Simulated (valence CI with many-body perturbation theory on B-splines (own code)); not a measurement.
# W69+: electric-dipole lines

Method: relativistic CI+MBPT: three valence electrons over a frozen Dirac-Fock core [He], radial functions for each j: 11 s, 11 p, 10 d, 8 f, 5 g, 2 h, with the one-electron correlation potential Σ1, the two-electron term Σ2, the three-electron term Σ3, Breit, model QED; selected CI, second order for the rest, scaled by the run's own slope (own B-spline code, finite nucleus).

The last digits are not significant, and no measured levels were compared; by estimate large intervals hold to a few tenths of a per cent, small ones and those within an open d or f shell to about a per cent.

Lines 201 to 250 of 573 in falling wavelength, among levels below 124230 × 10³ cm⁻¹, chosen from the strongest by gf and those to the six lowest levels. Wavelengths and rates use the calculated energies. Electric multipoles are in the length gauge, E1 and E2 with the static RPA response of the core. Weak lines are less certain than strong ones. Lines between different terms over intervals too small for the method are left out, as are lines whose strength nearly cancels. The highest levels of a list are the least certain.

Levels are named by their leading jj configuration (3d3/2^4 stands for four electrons in 3d with j = 3/2), which in mixed levels can hold well under half, so a name can repeat and another be missing. Letters in brackets count levels of one name in rising energy.

```csv
λ vac (nm),Upper,Lower,A (s⁻¹),S (a.u.)
0.7095,(2s 2p3/2 3s) J=1/2,(2s^2 3s) J=1/2,1.19e+13,4.20e-03
0.7094,(2p1/2 2p3/2 3p1/2) J=1/2,(2s 2p1/2 3p1/2) J=1/2 [a],7.79e+12,2.75e-03
0.7093,(2p1/2 2p3/2 3d5/2) J=3/2 [b],(2s 2p1/2 3d5/2) J=5/2 [b],6.01e+12,4.24e-03
0.7091,(2s 2p3/2 3p1/2) J=3/2 [b],(2s^2 3p1/2) J=1/2,1.14e+13,8.04e-03
0.7082,(2p1/2 2p3/2 3p3/2) J=5/2 [b],(2s 2p1/2 3p3/2) J=3/2 [b],4.03e+12,4.23e-03
0.7080,(2p3/2^2 3p3/2) J=3/2 [b],(2s 2p3/2 3p3/2) J=5/2 [b],7.43e+12,5.21e-03
0.7080,(2p1/2 2p3/2 3d3/2) J=3/2 [a],(2s 2p1/2 3d3/2) J=3/2 [a],6.77e+12,4.74e-03
0.7077,(2p1/2 2p3/2 3d5/2) J=7/2 [b],(2s 2p1/2 3d5/2) J=7/2,4.20e+12,5.88e-03
0.7076,(2p1/2 2p3/2 3d3/2) J=5/2 [a],(2s 2p1/2 3d3/2) J=3/2 [a],3.83e+12,4.02e-03
0.7075,(2p3/2^2 3s) J=1/2,(2s 2p3/2 3s) J=1/2,6.23e+12,2.18e-03
0.7074,(2p1/2 2p3/2 3p3/2) J=5/2 [b],(2s 2p1/2 3p3/2) J=5/2,3.81e+12,3.99e-03
0.7073,(2p3/2^2 3d3/2) J=3/2 [b],(2s 2p3/2 3d3/2) J=3/2 [b],3.85e+12,2.69e-03
0.7073,(2s 2p3/2 3d5/2) J=5/2 [b],(2s^2 3d5/2) J=5/2,8.44e+12,8.84e-03
0.7072,(2p1/2 2p3/2 3d5/2) J=1/2,(2s 2p1/2 3d5/2) J=3/2,8.43e+12,2.94e-03
0.7072,(2s 2p3/2 3d5/2) J=3/2 [b],(2s^2 3d5/2) J=5/2,8.50e+12,5.94e-03
0.7070,(2p3/2^2 3d5/2) J=5/2 [b],(2s 2p3/2 3d5/2) J=7/2 [b],6.87e+12,7.19e-03
0.7070,(2s 2p3/2 3p3/2) J=3/2 [b],(2s^2 3p3/2) J=3/2,1.13e+13,7.91e-03
0.7070,(2p1/2 2p3/2 3p1/2) J=3/2 [a],(2s 2p1/2 3p1/2) J=1/2 [a],4.93e+12,3.44e-03
0.7067,(2s 2p3/2 3s) J=3/2 [b],(2s^2 3s) J=1/2,1.12e+13,7.82e-03
0.7067,(2s 2p3/2 3d3/2) J=1/2 [b],(2s^2 3d3/2) J=3/2,1.20e+13,4.18e-03
0.7064,(2p1/2 2p3/2 3d5/2) J=3/2 [a],(2s 2p1/2 3d5/2) J=5/2 [a],3.62e+12,2.52e-03
0.7063,(2p3/2^2 3p3/2) J=5/2,(2s 2p3/2 3p3/2) J=3/2 [a],2.93e+12,3.06e-03
0.7063,(2p3/2^2 3d5/2) J=3/2,(2s 2p3/2 3d5/2) J=1/2,3.03e+12,2.10e-03
0.7059,(2p1/2 2p3/2 3d5/2) J=5/2 [a],(2s 2p1/2 3d5/2) J=5/2 [a],3.15e+12,3.29e-03
0.7056,(2p1/2 2p3/2 3s) J=3/2 [a],(2s 2p1/2 3s) J=1/2 [a],6.82e+12,4.73e-03
0.7053,(2p1/2 2p3/2 3d3/2) J=1/2 [a],(2s 2p1/2 3d3/2) J=3/2 [a],8.57e+12,2.97e-03
0.7053,(2s 2p3/2 3p3/2) J=1/2 [b],(2s^2 3p3/2) J=3/2,1.11e+13,3.83e-03
0.7035,(2p3/2^2 3s) J=3/2,(2s 2p3/2 3s) J=3/2 [a],7.07e+12,4.86e-03
0.7030,(2p3/2^2 3d3/2) J=7/2,(2s 2p3/2 3d3/2) J=7/2,7.21e+12,9.89e-03
0.7029,(2p3/2^2 3d3/2) J=3/2 [a],(2s 2p3/2 3d3/2) J=3/2 [a],4.02e+12,2.76e-03
0.7016,(2p3/2^2 3p1/2) J=3/2,(2s 2p3/2 3p1/2) J=3/2 [a],8.08e+12,5.51e-03
0.7016,(2p3/2^2 3p3/2) J=7/2,(2s 2p3/2 3p3/2) J=7/2,7.60e+12,1.04e-02
0.7015,(2p3/2^2 3p1/2) J=5/2,(2s 2p3/2 3p1/2) J=5/2,8.35e+12,8.53e-03
0.7015,(2s 2p1/2 2p3/2) J=1/2,(2s^2 2p1/2) J=1/2,1.28e+13,4.35e-03
0.7010,(2p3/2^2 3d5/2) J=5/2 [a],(2s 2p3/2 3d5/2) J=3/2 [a],2.33e+12,2.37e-03
0.7007,(2p1/2 2p3/2^2) J=3/2,(2s 2p1/2 2p3/2) J=5/2,1.00e+12,6.79e-04
0.7007,(2s 2p1/2 2p3/2) J=3/2 [b],(2s^2 2p1/2) J=1/2,1.16e+13,7.91e-03
0.7006,(2p3/2^2 3d5/2) J=7/2,(2s 2p3/2 3d5/2) J=9/2,2.22e+12,3.02e-03
0.7004,(2p3/2^2 3d5/2) J=9/2,(2s 2p3/2 3d5/2) J=9/2,7.09e+12,1.20e-02
0.7004,(2p3/2^2 3d3/2) J=3/2 [a],(2s 2p3/2 3d3/2) J=5/2 [a],3.28e+12,2.22e-03
0.6997,(2p3/2^2 3d3/2) J=5/2,(2s 2p3/2 3d3/2) J=5/2 [a],4.90e+12,4.97e-03
0.6987,(2p1/2 2p3/2 3d5/2) J=5/2 [b],(2s 2p1/2 3d5/2) J=5/2 [a],2.22e+12,2.25e-03
0.6986,(2p1/2 2p3/2 3p3/2) J=3/2 [b],(2s 2p1/2 3p3/2) J=3/2 [a],3.03e+12,2.04e-03
0.6984,(2p1/2 2p3/2^2) J=1/2,(2s 2p1/2 2p3/2) J=3/2 [b],1.30e+13,4.39e-03
0.6976,(2p1/2 2p3/2^2) J=1/2,(2s 2p1/2 2p3/2) J=1/2,6.11e+12,2.05e-03
0.6972,(2p3/2^2 3s) J=5/2,(2s 2p3/2 3s) J=5/2,8.21e+12,8.24e-03
0.6967,(2p1/2^2 2p3/2) J=3/2,(2s 2p1/2^2) J=1/2,8.70e+12,5.81e-03
0.6966,(2p3/2^2 3d5/2) J=5/2 [a],(2s 2p3/2 3d5/2) J=7/2 [a],4.13e+12,4.13e-03
0.6960,(2s 2p3/2^2) J=1/2,(2s^2 2p3/2) J=3/2,1.00e+13,3.33e-03
0.6958,(2s 2p3/2^2) J=3/2,(2s^2 2p3/2) J=3/2,1.85e+13,1.23e-02
```
